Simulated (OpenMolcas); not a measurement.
An OpenMolcas run meant for Cr+ (ANO-RCC-VDZP, X2C; inactive shells 1s 2s 2p 3s 3p; intended active space 5 electrons in 5 orbitals (3d)). One step of its input:

```
&CASPT2
Multistate=1 1
Frozen=2 3
IPEA=-0.5
Imaginary=0.1
MaxIter=60
WThr=0.0 0.3 0.05
PrWF=0.5
NoMix
```

The run finished. Its levels beside those of a sound run (SS-CASPT2, IPEA 0.25 Eh, imaginary shift 0.1 Eh (closed shells correlated: 3s 3p)), in cm⁻¹ above each run's lowest level:

```
      Level  This run  Usual run
 3d⁵ ⁶S_5/2       0.0        0.0
3d⁵ ⁴G_11/2     22238      22824
 3d⁵ ⁴G_5/2     22238      22824
 3d⁵ ⁴G_7/2     22238      22824
 3d⁵ ⁴G_9/2     22238      22824
 3d⁵ ⁴P_3/2     20275      24102
 3d⁵ ⁴P_5/2     20282      24103
 3d⁵ ⁴P_1/2     20284      24120
 3d⁵ ⁴D_7/2     26457      27161
 3d⁵ ⁴D_1/2     26461      27169
 3d⁵ ⁴D_3/2     26470      27187
 3d⁵ ⁴D_5/2     26474      27195
```

Which setting is unsound, and how much does it matter here?

The IPEA shift is negative. Against the sound run the excited levels shown move by 1500 cm-1 on average and by 3800 cm-1 at most.

CASPT2 does not keep the components of a term degenerate, so their means are used; among the terms shown or strongly mixed into the levels shown the widest spread is 1900 cm-1 (3d⁵ ⁴G, this run). Over all roots computed the reference weight is 0.83 to 0.89 in this run; the roots of lowest weight are the least certain, and an intruder state may touch them. Some high roots are left out of the spin-orbit mixing, which shifts the levels that they would mix with. Levels of configurations outside the active space are missing.
